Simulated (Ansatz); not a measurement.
Basis sets compared for Nb₃H₃Se₉. Charge 0, multiplicity 1. Geometry PBE-D4/def2-SVP. Ansatz on 2 threads of AMD EPYC 7R13 on a shared host and a share (18 GiB) of an NVIDIA H100 80GB HBM3; times are rough, and most runs start from earlier orbitals.

```xyz
15

Nb   -0.197   -0.149    1.616
Nb    1.161   -1.026   -0.756
Nb   -1.326    1.157   -1.180
Se    0.348   -0.099    4.058
Se   -2.587    0.307    0.752
Se    0.032    2.412    0.583
Se   -0.329   -2.444    0.649
Se    2.305    0.022    1.206
Se   -0.691   -0.808   -2.550
Se    1.142    1.703   -1.470
Se    2.972   -2.667   -1.328
Se   -3.052    2.533   -2.358
H    -1.116   -0.301    4.318
H     3.485   -3.072    0.007
H    -2.148    2.431   -3.545
```

In the def2 sets Nb takes a core potential; there is no spin–orbit coupling. Single mean-field runs in def2-TZVP are fitted with def2-universal-jkfit. The restricted singlet is unstable towards broken spin symmetry in Hartree–Fock (as tested in another run); at PBE-D4/def2-TZVP, PBE0-D4/def2-SVP, PBE0-D4/def2-TZVP this wasn't settled.

Binding counts from free atoms (Nb sextet, Se triplet, H doublet) in the same basis, without a counterpoise term.

```
           level  functions  energy (Eh)  HOMO (eV)  LUMO (eV)  binding per atom (eV)  wall time
 PBE-D4/def2-SVP        396  -21781.5812      -5.31      -4.34                   3.89       11 s
PBE0-D4/def2-SVP        396  -21782.1089      -6.34      -3.93                   3.62        9 s
```

(1) Estimate the rows for PBE-D4/def2-TZVP, PBE0-D4/def2-TZVP (with forces).

Answers

(1) 
| level | functions | energy (Eh) | HOMO (eV) | LUMO (eV) | binding per atom (eV) | wall time |
| --- | --- | --- | --- | --- | --- | --- |
| PBE-D4/def2-TZVP | 570 | -21784.2661 | -5.32 | -4.35 | 3.86 | 15 s |
| PBE0-D4/def2-TZVP (with forces) | 570 | -21784.7962 | -6.30 | -3.89 | 3.61 | 29 s |
